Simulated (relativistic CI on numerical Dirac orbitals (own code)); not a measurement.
Computed by Dirac-Coulomb-Breit CI, KLI orbitals optimised for each configuration, QED by a radiative potential, valence Slater integrals scaled by 0.85, P86 correlation energy added to each configuration (own radial code, finite nucleus).

Configuration list (outside the closed core [Kr]): 4d4 5s, 4d3 5s2, 4d4 5p, 4d3 5s 5p, 4d5, 4d2 5s2 5p, 4d4 5d, 4d2 5s 5p2, 4d3 5s 4f, 4d4 6s, 4d3 5s 6p, 4d3 5s 6s, 4d3 5p2, 4d3 5s 7s, 4d3 5s 5d, 4d3 5s 6d, 4d4 6p, 4d3 5s 7p, 4d4 4f, 4d2 5s2 5d, 4d3 5s 5g, 4d3 5s 8s, 4d3 5s 5f, 4d4 7s, 4d3 5s 7d, 4d3 5s 8p, 4d2 5s2 4f, 4d4 6d, 4d4 7p, 4d3 5s 8d, 4d4 5g, 4d2 5s2 6s, 4d4 8s, 4d4 5f, 4d3 5p 5d, 4d4 7d. Levels of other configurations are missing.

For a near-neutral ion this model can misplace configurations by up to about 10,000 cm⁻¹ (more where the count of f electrons changes) and terms by 10 to 25 % of their spread. Rates follow the energies as ν³ (E1, M1) or ν⁵ (E2), so they and the lifetimes can be off by large factors. The fine structure of a lone outer electron comes out too small, for d and f at times inverted, and misplaced configurations move strength between like terms. 17 of the 27 excited levels that our extract of the measured tables holds in this range could be paired (the sources list more); they are missed by 767 cm⁻¹ on average and 1581 at most, and levels without a partner can miss by more.

Outline of the computed level scheme of Nb I. Lowest level of each configuration: 4d4 5s 6D_1/2 at 0.0000 eV; 4d3 5s2 4F_3/2 at 0.2339 eV; 4d5 6S_5/2 at 1.4956 eV; 4d3 5s 5p 6G°_3/2 at 1.7865 eV.

Rates of lines that live on the mixing of spin multiplicities can be off by large factors.

LS names give the leading component of a level, which can be under half, so a name can repeat, a term be missing and a line seem to break the LS rules.
